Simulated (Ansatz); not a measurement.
GaMe2H (C₂H₇Ga), 10 atoms. Hardware: 4 threads of Arm Neoverse V2 on a shared host.

Correlated methods freeze 11 core orbitals; core or outer-core shells of Ga are correlated, in sets that lack core-valence functions.

Q: How many basis functions does each of these Ansatz runs have, and roughly what does it cost? r2SCAN-D4/def2-TZVP, charge 0 singlet, energy, from earlier orbitals; PBE-QIDH/def2-TZVP, charge 0 singlet, energy, from earlier orbitals; r2SCAN-D4/def2-TZVP, charge 1 doublet at the geometry of the charge 0 singlet, energy, from earlier orbitals; PBE0-D4/def2-SVP, charge 1 doublet at the geometry of the charge 0 singlet, energy with a search over starts; RPA@PBE/def2-TZVP, charge 0 singlet, energy, from earlier orbitals; PBE0-D4/def2-SVP, charge 0 singlet, energy, from earlier orbitals; PBE-D4/def2-SVP, charge 0 singlet, energy, from earlier orbitals; HF/STO-3G, charge 0 singlet, energy; PBE0-D4/def2-TZVP, charge 1 doublet at the geometry of the charge 0 singlet, energy, from earlier orbitals; PBE-D4/def2-SVP, charge 0 singlet, relaxation, 5 steps; B3LYP-D4/def2-TZVP, charge 0 singlet, energy, from earlier orbitals; PBE-D4/def2-TZVP, charge 0 singlet, energy, from earlier orbitals.

A: Other jobs shared the machine, so times can vary by a factor of up to 3. A dash marks memory too small to be measured apart from the calling script's.

| run | functions | fitting or Cholesky vectors | wall time | peak host memory (GiB) |
| --- | --- | --- | --- | --- |
| HF/STO-3G, charge 0 singlet, energy | 35 | 415 | 0.1 s | – |
| PBE-D4/def2-SVP, charge 0 singlet, energy, from earlier orbitals | 95 | 1077 | 0.55 s | – |
| PBE0-D4/def2-SVP, charge 0 singlet, energy, from earlier orbitals | 95 | 980 | 0.8 s | – |
| PBE-D4/def2-TZVP, charge 0 singlet, energy, from earlier orbitals | 152 | 1036 | 0.85 s | – |
| B3LYP-D4/def2-TZVP, charge 0 singlet, energy, from earlier orbitals | 152 | 1071 | 1.2 s | – |
| RPA@PBE/def2-TZVP, charge 0 singlet, energy, from earlier orbitals | 152 | 1068 | 1.7 s | – |
| PBE-QIDH/def2-TZVP, charge 0 singlet, energy, from earlier orbitals | 152 | 1068 | 1.8 s | – |
| r2SCAN-D4/def2-TZVP, charge 0 singlet, energy, from earlier orbitals | 152 | 1036 | 2 s | – |
| PBE0-D4/def2-TZVP, charge 1 doublet at the geometry of the charge 0 singlet, energy, from earlier orbitals | 152 | 1081 | 3.3 s | – |
| PBE-D4/def2-SVP, charge 0 singlet, relaxation, 5 steps | 95 | 1077 | 3.6 s | – |
| PBE0-D4/def2-SVP, charge 1 doublet at the geometry of the charge 0 singlet, energy with a search over starts | 95 | 980 | 4.4 s | – |
| r2SCAN-D4/def2-TZVP, charge 1 doublet at the geometry of the charge 0 singlet, energy, from earlier orbitals | 152 | 1036 | 8 s | – |
